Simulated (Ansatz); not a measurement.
Compare A (`[CH3][Al]([NH2])[CH2]F`) with its isomer B (`[CH3][Al]([F])[CH2]N`).

Program: Ansatz. Geometries: PBE0-D4/def2-TZVP. ΔE: electronic, gas phase. CCSD(T)/CBS adds triple-zeta CCSD(T) − MP2 to the extrapolated MP2 energy (def2 sets, frozen cores). DFT in def2-TZVPP. Each species was taken in one conformer, which may not be the lowest.

Which isomer does CCSD(T)/CBS put lower? Give the gap. (Best estimate.)

Ansatz gave: B, by 105.2 kJ/mol.

Give E(B) − E(A) in kJ/mol with HF/def2-TZVPP, r2SCAN-D4, CCSD/def2-TZVPP, CCSD(T)/def2-TZVPP, B2PLYP, BLYP-D4, ωB97M-V. (Estimate.)

Ansatz gave: HF/def2-TZVPP -97.6, r2SCAN-D4 -101.2, CCSD/def2-TZVPP -103.8, CCSD(T)/def2-TZVPP -104.2, B2PLYP -102.7, BLYP-D4 -98.0, ωB97M-V -100.2. None reverses the order clearly.

Does the order hold for the free energy at 298.15 K (harmonic terms from PBE0-D4)? (Estimate.)

Ansatz gave: Yes: G(B) − G(A) = -102.4 kJ/mol, for one conformer each. Modes under 60 cm⁻¹, often nearly free rotors, make the harmonic entropy too high.

Largest T1 diagnostic: 0.011.

At CCSD(T), def2-SVP lies −7.1 kJ/mol from the extrapolated value and def2-TZVPP +1.0 kJ/mol. Leaving LDA and LC-ωPBE aside and taking each functional with its dispersion term where it has one, the values, not all of them listed here, spread over 8.6 kJ/mol, from PBE-QIDH to BLYP-D4.
